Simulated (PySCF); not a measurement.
# Computed spin Hamiltonian

C7H13 (doublet state).
Z-matrix (Å and degrees, GFN2-xTB geometry), rows numbered from 1:
```
C 
C   1  1.2872
C   2  1.5390  1  128.19
C   3  1.5263  2  111.12  1    -4.83
C   3  1.5317  2  107.07  1   114.79
C   3  1.5370  2  108.40  1  -127.51
C   6  1.5246  3  114.21  2    61.61
H   1  1.0640  2  140.06  3     0.57
H   2  1.0859  1  120.16  3   179.12
H   4  1.0863  3  110.89  2   -55.22
H   4  1.0876  3  110.22  2    64.70
H   4  1.0883  3  110.16  2  -175.62
H   5  1.0887  3  110.22  2   179.48
H   5  1.0880  3  110.43  2   -60.69
H   5  1.0881  3  110.94  2    59.49
H   6  1.0930  3  108.50  2   -59.89
H   6  1.0934  3  108.54  2  -176.37
H   7  1.0867  6  111.11  3    67.68
H   7  1.0880  6  109.94  3  -172.75
H   7  1.0879  6  110.48  3   -52.90
```

The hyperfine couplings belong to this conformer and change with its torsions.

As a line formula: `[H]/[C]=C\C(C)(C)CC` [radical].

Computed with UKS B3LYP, pcH-1 on C H, non-relativistic, mean-field spin-orbit, GIAO in PySCF. Geometry: GFN2-xTB, one conformer, isolated molecule. A GFN2-xTB geometry isn't a minimum of the functional, and hyperfine couplings can be far from their values at a DFT geometry. No stability test was run, so a lower SCF solution isn't excluded.

| Property | Result |
| --- | --- |
| g1, g2, g3 | 2.00177, 2.00221, 2.00283 |
| g_iso | 2.00227 |
| Form of g | rhombic: the two nearest values differ by 42 % of g3 − g1 |
| ⟨S²⟩ | 0.7586 (exact 0.7500) |
| HOMO–LUMO gap, α and β orbitals | 6.55, 5.22 eV |

Isotropic coupling and dipolar principal values T1 to T3, in MHz; ρ(0) is the spin density at the nucleus:

```json
{"atom": "C1", "isotope": "13C", "a_iso": "305.0", "T1": "-80.8", "T2": "-59.7", "T3": "140.5", "Mulliken spin population": "1.03", "ρ(0) (bohr⁻³)": "0.2713"}
{"atom": "C2", "isotope": "13C", "a_iso": "-21.9", "T1": "-18.7", "T2": "2.0", "T3": "16.7", "Mulliken spin population": "-0.17", "ρ(0) (bohr⁻³)": "-0.0195"}
{"atom": "C3", "isotope": "13C", "a_iso": "67.0", "T1": "-9.6", "T2": "-9.0", "T3": "18.7", "Mulliken spin population": "0.08", "ρ(0) (bohr⁻³)": "0.0596"}
{"atom": "C4", "isotope": "13C", "a_iso": "-0.3", "T1": "-0.9", "T2": "-0.2", "T3": "1.1", "Mulliken spin population": "0.00", "ρ(0) (bohr⁻³)": "-0.0002"}
{"atom": "C5", "isotope": "13C", "a_iso": "-6.2", "T1": "-0.5", "T2": "-0.3", "T3": "0.8", "Mulliken spin population": "0.00", "ρ(0) (bohr⁻³)": "-0.0055"}
{"atom": "C6", "isotope": "13C", "a_iso": "-4.1", "T1": "-0.6", "T2": "-0.5", "T3": "1.1", "Mulliken spin population": "0.00", "ρ(0) (bohr⁻³)": "-0.0037"}
{"atom": "C7", "isotope": "13C", "a_iso": "-0.1", "T1": "-0.4", "T2": "-0.1", "T3": "0.5", "Mulliken spin population": "0.00", "ρ(0) (bohr⁻³)": "-0.0001"}
{"atom": "H8", "isotope": "1H", "a_iso": "35.8", "T1": "-32.5", "T2": "-6.3", "T3": "38.9", "Mulliken spin population": "0.00", "ρ(0) (bohr⁻³)": "0.0080"}
{"atom": "H9", "isotope": "1H", "a_iso": "122.2", "T1": "-6.3", "T2": "-5.4", "T3": "11.8", "Mulliken spin population": "0.05", "ρ(0) (bohr⁻³)": "0.0273"}
{"atom": "H10", "isotope": "1H", "a_iso": "0.1", "T1": "-3.2", "T2": "-2.3", "T3": "5.5", "Mulliken spin population": "0.00", "ρ(0) (bohr⁻³)": "0.0000"}
{"atom": "H11", "isotope": "1H", "a_iso": "0.6", "T1": "-3.0", "T2": "-2.1", "T3": "5.1", "Mulliken spin population": "0.00", "ρ(0) (bohr⁻³)": "0.0001"}
{"atom": "H12", "isotope": "1H", "a_iso": "-0.9", "T1": "-1.5", "T2": "-0.8", "T3": "2.4", "Mulliken spin population": "0.00", "ρ(0) (bohr⁻³)": "-0.0002"}
{"atom": "H13", "isotope": "1H", "a_iso": "4.7", "T1": "-1.1", "T2": "-0.8", "T3": "1.8", "Mulliken spin population": "0.00", "ρ(0) (bohr⁻³)": "0.0011"}
{"atom": "H14", "isotope": "1H", "a_iso": "1.5", "T1": "-1.7", "T2": "-1.3", "T3": "3.0", "Mulliken spin population": "0.00", "ρ(0) (bohr⁻³)": "0.0003"}
{"atom": "H15", "isotope": "1H", "a_iso": "0.1", "T1": "-1.4", "T2": "-0.9", "T3": "2.4", "Mulliken spin population": "0.00", "ρ(0) (bohr⁻³)": "0.0000"}
{"atom": "H16", "isotope": "1H", "a_iso": "0.0", "T1": "-1.6", "T2": "-0.8", "T3": "2.4", "Mulliken spin population": "0.00", "ρ(0) (bohr⁻³)": "0.0000"}
{"atom": "H17", "isotope": "1H", "a_iso": "6.4", "T1": "-1.2", "T2": "-0.7", "T3": "1.8", "Mulliken spin population": "0.00", "ρ(0) (bohr⁻³)": "0.0014"}
{"atom": "H18", "isotope": "1H", "a_iso": "-0.1", "T1": "-1.1", "T2": "-0.9", "T3": "1.9", "Mulliken spin population": "0.00", "ρ(0) (bohr⁻³)": "0.0000"}
{"atom": "H19", "isotope": "1H", "a_iso": "0.0", "T1": "-0.7", "T2": "-0.6", "T3": "1.3", "Mulliken spin population": "0.00", "ρ(0) (bohr⁻³)": "0.0000"}
{"atom": "H20", "isotope": "1H", "a_iso": "0.3", "T1": "-1.8", "T2": "-1.6", "T3": "3.4", "Mulliken spin population": "0.00", "ρ(0) (bohr⁻³)": "0.0001"}
```

The Mulliken spin populations are largest on C1 (+1.03), C2 (-0.17) and C3 (+0.08). No atom but C1 exceeds +0.15. The positive populations add up to 1.17 and the negative ones to -0.17, together 2S = 1.

Axes: g1 points within 8° of the C1–H8 bond and g2 points within 7° of the C2–C3 bond.

Under fast tumbling the dipolar parts average out, and these isotropic splittings remain: 1 × 1H (H9, I = 1/2, 2 lines) with 4.36 mT, 1 × 1H (H8, I = 1/2, 2 lines) with 1.28 mT, 2 × 1H (H16/H17, I = 1/2, 3 lines) with 0.11 mT and 6 × 1H (H10 (×6), I = 1/2, 7 lines) with 0.04 mT.

Means are taken over nuclei equivalent by connectivity, which assumes that they swap fast. The six 1H nuclei of mean +1.0 MHz run from -0.9 to 4.7 MHz in the frozen geometry. The 1H value of +3.2 MHz is a mean of couplings from 0.0 to 6.4 MHz in this one geometry, not an average over conformers.

The 13C coupling of C1 (305.0 MHz) shows only in satellite lines or after enrichment, since that isotope makes up about 1.07 % of natural carbon.

Examples of negative spin density at the nucleus (bohr⁻³): C2 (-0.0195) and C6 (-0.0037).
